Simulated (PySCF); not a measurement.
**Identify the compound**

An unknown has the formula C8H9OP. Its calculated NMR data are:

¹H NMR (300 MHz, computed): δ 6.64 (m, 1H), 6.37 (m, 1H), 5.93 (m, 1H), 2.08 (s, 3H), 2.07 (s, 3H).

¹³C{¹H} NMR (computed): δ 157.6 (C), 148.4 (CH), 140.7 (CH), 131.2 (CH), 101.0 (C), 80.0 (C), 22.2 (CH3), 5.2 (CH3).

Averaged over atoms made equivalent by symmetry, fast rotation or ring inversion, one computed conformer, no relativistic terms, no solvent. GIAO PBE0/pcSseg-1 shieldings; GFN2-xTB structure; PySCF 2.14.0 with density-fitted response routines.

Scale: ¹H (σ = 31.72 ppm), ¹³C (σ = 186.93 ppm) against TMS (reference shieldings calculated alike).

Task: Choose the structure that fits.
A. C#CCP1(=O)C=CCC=C1
B. CC#C[P@@]1(=O)C=CC(C)=C1
C. Cc1cpcc(C)c1C=O
D. CC#CP(C)c1ccoc1

Result: B. 

8 carbon signals for 8 carbons: no two carbons are equivalent. Carbon types of the structure: 3 × C, 3 × CH, 2 × CH3, which accounts for all hydrogens. δC 157.6: fully substituted alkene carbon; the olefinic region. δC 148.4, 140.7, 131.2: alkene CH; as expected for a trigonal carbon in a double bond. δC 101.0, 80.0: alkyne carbon; sp carbons lie upfield of alkene carbons because the cylindrical π system leaves one tensor component strongly shielded. δC 5.2: propargylic methyl carbon; aliphatic region, no heteroatom directly attached. δH 2.08: hydrogen on an allylic methyl carbon; allylic position.

The others: CC#CP(C)c1ccoc1 has carbons computed at 148.0, 144.6, 132.7, 121.1, 108.3, 86.4, 16.6, 6.2; Cc1cpcc(C)c1C=O would give 5 carbon signals, not 8; C#CCP1(=O)C=CCC=C1 would give 6 carbon signals, not 8.

Splittings by ³¹P in the carbon and heteronuclear signals aren't shown, as no couplings were computed. Shifts are as computed. Against solution values, carbons near 30 ppm lie about +3 ppm off and those near 130 ppm about +5 ppm. Of 1211 compounds with measured shifts, 218 miss one by over three times the rms of a fit or turn the order of signals round; such compounds aren't used in these exercises. No couplings were computed; multiplicities are counted from neighbouring protons, with m where these are inequivalent, close in shift, in a saturated or five-membered ring or joined by F or P, and br s for small geminal =CH2 splittings.
